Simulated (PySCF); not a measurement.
Se(NH2)(SiH3) (H5NSeSi), SMILES [SiH3][Se]N.

The structure is a stationary point at PBE-D3(BJ)/def2-SVP. One conformer was computed; it need not be the lowest.

The numbers are results of PBE-D3(BJ)/def2-SVP in PySCF, not measurements.

Frequencies are harmonic and unscaled.

| mode | ν (cm⁻¹) | IR (km/mol) | Raman (Å⁴/amu) | depolarisation | moving atoms (share of kinetic energy) |
|---|---|---|---|---|---|
| 1 | 131 | 1.9 | 2.7 | 0.59 | N 50 %, H 20 %, Si 17 %, Se 13 % |
| 2 | 157 | 1.8 | 0.5 | 0.75 | H 93 % |
| 3 | 237 | 34.4 | 1.2 | 0.75 | H 93 % |
| 4 | 379 | 7.1 | 13.2 | 0.29 | Si 63 %, Se 27 %, H 10 % |
| 5 | 534 | 5.8 | 14.1 | 0.15 | N 63 %, H 18 %, Se 15 % |
| 6 | 563 | 10.8 | 15.5 | 0.75 | H 91 % |
| 7 | 579 | 39.7 | 12.8 | 0.73 | H 71 %, N 17 %, Si 10 % |
| 8 | 852 | 30.4 | 3.4 | 0.63 | H 85 %, N 12 % |
| 9 | 867 | 278.7 | 14.5 | 0.66 | H 92 % |
| 10 | 890 | 44.1 | 26.8 | 0.75 | H 97 % |
| 11 | 916 | 51.8 | 22.9 | 0.74 | H 97 % |
| 12 | 1018 | 0.1 | 2.7 | 0.75 | H 94 % |
| 13 | 1509 | 4.8 | 10.1 | 0.54 | H 93 % |
| 14 | 2150 | 82.3 | 267.4 | 0.03 | H 99 % |
| 15 | 2170 | 84.5 | 133.8 | 0.50 | H 96 % |
| 16 | 2172 | 98.2 | 105.2 | 0.75 | H 96 % |
| 17 | 3382 | 8.2 | 166.9 | 0.12 | H 96 % |
| 18 | 3484 | 12.4 | 76.9 | 0.75 | H 91 %, N 9 % |
